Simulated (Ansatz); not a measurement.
The same molecule with X = B, Al, Ga, In. Ansatz, PBE0-D4/def2-TZVP geometries, multiplicity 1. Each molecule was computed in one conformer, which needn't be the lowest.

Elements past krypton have def2 core potentials. Scalar relativity is left out up to krypton.

```csv
X,molecule,mean X–N bond length / Å,mean X–O bond length / Å,"ideal-gas entropy at 298 K and 1 bar (rigid rotor, harmonic PBE0-D4/def2-TZVP) / J/(mol·K)",HOMO energy (PBE0/def2-TZVPP) / eV,HOMO energy (PBE/def2-TZVPP) / eV
Al,`[NH3+][Al-]([OH])([OH])[OH]`,2.014,1.723,372,-7.81,-6.12
Ga,`[NH3+][Ga-]([OH])([OH])[OH]`,2.084,1.810,382,-7.86,-6.14
In,`[NH3+][In-]([OH])([OH])[OH]`,2.302,2.001,411,-7.74,-6.06
```

Give the row for X = B, `[NH3+][B-](O)(O)O`. (An estimate is asked.)

Ansatz gave: 
| X | molecule | mean X–N bond length / Å | mean X–O bond length / Å | ideal-gas entropy at 298 K and 1 bar (rigid rotor, harmonic PBE0-D4/def2-TZVP) / J/(mol·K) | HOMO energy (PBE0/def2-TZVPP) / eV | HOMO energy (PBE/def2-TZVPP) / eV |
| --- | --- | --- | --- | --- | --- | --- |
| B | `[NH3+][B-](O)(O)O` | 1.725 | 1.428 | 323 | -7.75 | -6.08 |

From B to In the mean X–N bond length rises at each step, by 0.577 Å in all; the mean X–O bond length rises at each step, by 0.573 Å in all; the ideal-gas entropy at 298 K and 1 bar (rigid rotor, harmonic PBE0-D4/def2-TZVP) rises at each step, by 88 J/(mol·K) in all; the HOMO energy (PBE0/def2-TZVPP) isn't monotonic: highest at In, lowest at Ga; the HOMO energy (PBE/def2-TZVPP) isn't monotonic: highest at In, lowest at Ga. Bonds lengthen as the atom grows down the group.
